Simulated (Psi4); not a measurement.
Here is a job for Psi4.
```
memory 2 GB

molecule {
1 3
As    0.00000000    0.00000000    0.00000000
}

set {
  basis 6-31g*
  reference uks
  scf_type pk
  puream true
  d_convergence 1e-8
  dft_radial_points 99
  dft_spherical_points 590
}

energy('wb97m-v')
print_variables()
```

Task: What does this run give for the <S^2>, total energy, number of basis functions?

Result: 
<S^2>: 2.002
total energy: -2235.0438 Eh
number of basis functions: 32

These values belong to the state on which the SCF converged, which isn't shown to be the lowest.
